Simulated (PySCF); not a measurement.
**Computed properties of CH5F3Si2, SMILES [SiH3]C([SiH2]F)(F)F**

CH5F3Si2, SMILES F[SiH2]C(F)(F)[SiH3]. Geometry: TPSSh-D3(BJ)/def2-SVP. This is a generated structure with no PubChem entry under its InChIKey; it may be hypothetical. The values are those of a single conformer. All values are computed for the isolated molecule unless a solvent is named; none is compared with measurement here.

**Structure.** All 27 harmonic modes at TPSSh-D3(BJ)/def2-SVP (PySCF) are real, so it is a minimum. With heavy atoms numbered as in [F:1][SiH2:2][C:3]([F:4])([F:5])[SiH3:6], the shortest bond between them is C3–F4 at 1.393 Å and the longest C3–Si6 at 1.931 Å.

**Vibrations.** The strongest infrared lines (harmonic, unscaled, degenerate partners summed) lie at 959 cm⁻¹ (188 km/mol, H 88 %), 995 cm⁻¹ (180 km/mol, H 43 %, C 28 %, Si 23 %), 853 cm⁻¹ (142 km/mol, H 63 %, C 26 %, F 9 %). The softest mode is at 51 cm⁻¹ and the zero-point energy is 35.5 kcal/mol.

**Electronic structure.** ωB97X/def2-TZVP (PySCF) places the frontier levels at -10.69 and 1.19 eV, a gap of 11.88 eV, and gives a dipole moment of 2.95 D and a mean polarisability of 63.2 bohr³. PBE/def2-TZVP (PySCF) at the same geometry gives -6.80 and -1.73 eV, so its gap is 6.81 eV narrower. An orbital gap is neither the optical nor the fundamental gap.

**Excitations.** TDA-B3LYP/def2-SVPD (PySCF) has S1 at 6.11 eV (203 nm, f = 0.015, weak); the most intense of the 10 singlets computed lies at 7.69 eV (f = 0.16). T1 (TDA) is at 5.64 eV, 0.47 eV under S1. TDA-PBE/def2-SVPD (PySCF) puts S1 at 5.40 eV. No vertical singlet excitation falls in the visible range (under 3.1 eV).

**NMR.** GIAO shifts at KT2/pcSseg-1 (PySCF) (non-relativistic, atoms alike by connectivity averaged): ¹³C at 143.5 ppm against TMS; ¹H from 4.1 to 5.5 ppm against TMS; ²⁹Si from -79.6 to -9.0 ppm against TMS; ¹⁹F from -272.1 to -159.7 ppm against CFCl3.

**Solvation.** SMD-M06-2X/6-31G* (PySCF) gives 1.8 kcal/mol in water, -1.7 kcal/mol in tetrahydrofuran, -1.7 kcal/mol in N,N-dimethylformamide (1 M in both phases, gas-phase geometry).
